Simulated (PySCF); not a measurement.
Computed XPS line lists of a few unrelated compounds.

The calculation used delta-SCF UKS SCAN, pcX-2 on the ionised atom, pcseg-1 elsewhere, spin-free X2C (PySCF 2.14.0). Geometries: PBE0-D3(BJ)/def2-SVP; isolated species, one conformer each.

Line lists (1s up to Mg, 2p3/2 beyond, nothing for Ge; areas count atoms within a level, one atom standing for each set equivalent by bonding):
1. C 1s: 291.42 (area 1), 293.53 (area 1) eV; O 1s: 538.30 eV; Cl 2p3/2: 205.58 eV
2. C 1s: 290.41 (area 1), 290.49 (area 1), 291.15 (area 1), 291.61 (area 1) eV; O 1s: 539.87 eV; Si 2p3/2: 106.85 eV
3. C 1s: 291.68 (area 1), 294.00 (area 1), 294.00 (area 1) eV; F 1s: 692.38 (area 1), 694.24 (area 1) eV

Structures:
A. `C[C](=O)[GeH2][Cl]`
B. `FC1=C[C@H]1F`
C. `[SiH3]c1ccco1`

Which list belongs to which compound?

- 1 = A: no other candidate has this set of levels. C 1s: 291.42 methyl carbon next to a carbonyl, 293.53 carbonyl carbon; O 1s: 538.30 carbonyl oxygen; Cl 2p3/2: 205.58 chlorine bonded to Ge.
- 2 = C: no other candidate has this set of levels. C 1s: 290.41 aromatic CH carbon, 290.49 aromatic CH carbon, 291.15 substituted aromatic carbon, 291.61 aromatic CH next to a ring oxygen; O 1s: 539.87 furan-type oxygen; Si 2p3/2: 106.85 SiH3 silicon.
- 3 = B: no other candidate has this set of levels. C 1s: 291.68 alkene CH carbon, 294.00 sp3 C–F carbon, 294.00 vinylic C–F carbon; F 1s: 692.38 alkyl fluorine, 694.24 vinyl fluorine.

Spin–orbit and ligand-field terms were added within each 2p shell after the spin-free SCF. 1 of these hole states is spin-contaminated (⟨S²⟩ 0.85, against 0.75; counted from 0.85) and less certain.
